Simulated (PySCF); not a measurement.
GaBr₃, SMILES [Br][Ga]([Br])[Br]. Geometry optimised at B3LYP-D3(BJ)/def2-SVP. The isomer is the one that the SMILES or the coordinates give; other isomers of the formula were not compared.

Computed equilibrium geometry at B3LYP-D3(BJ)/def2-SVP (PySCF confirms it by a frequency run) as a Z-matrix, and its point group:
point group D3h.
```
Ga
Br 1 2.2823
Br 1 2.2823 2 120.00
Br 1 2.2823 2 120.00 3 180.00
```
Charge 0, spin multiplicity 1.
